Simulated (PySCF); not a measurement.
A structure optimised at PBE-D3(BJ)/def2-SVP, used in a PySCF frequency run:

```xyz
6

Ta    -0.0125    -0.1688     0.0000
S     -0.0296     2.0082     0.0000
F     -0.8675    -0.7631    -1.5746
F     -0.8675    -0.7631     1.5746
O      1.7951    -0.7277     0.0000
H      2.6446    -0.2521     0.0000
```

Problem. Write its SMILES, formula and point group.

Solution. [OH][Ta]([F])([F])=[S], F2HOSTa, Cs

Problem. What are its rotational constants (standard atomic weights)?

Solution. 2.7871, 2.0047, 1.9500 GHz
